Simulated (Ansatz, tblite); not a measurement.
Cost and result up the ladder for GeMe2 (C2H6Ge) (9 atoms). Charge 0, multiplicity 1. Geometry: PBE-D4/def2-TZVP.

```
atom   x (Å)   y (Å)   z (Å)
 Ge1  -1.024  -0.915  -0.254
  C2  -0.467   0.790  -1.169
  H3   0.564   0.677  -1.545
  H4  -0.449   1.619  -0.441
  H5  -1.124   1.059  -2.006
  C6   0.415  -0.839   1.154
  H7   0.272   0.072   1.761
  H8   1.406  -0.751   0.679
  H9   0.407  -1.712   1.819
```

Ansatz on 4 threads of Arm Neoverse V2 on a shared host; xTB runs through tblite on one thread. Times are rough, summed over both states, and most runs start from the orbitals of an earlier one. PBE0-D4/def2-TZVP serves as the yardstick here, not as an exact answer. The other state is a triplet.

The xTB rows come from tblite.

xTB has no spin-polarisation term.

```tsv
level	functions	wall time	vertical triplet (eV)	difference from PBE0-D4/def2-TZVP (eV)
GFN2-xTB	23	0.004 s	2.99	1.54
GFN1-xTB	29	0.006 s	2.26	0.81
PBE-D4/def2-TZVP (with forces)	146	2.8 s	1.51	0.06
PBE0-D4/def2-TZVP	146	3.7 s	1.45	0.00
r2SCAN-D4/def2-TZVP	146	6.4 s	1.34	-0.11
```
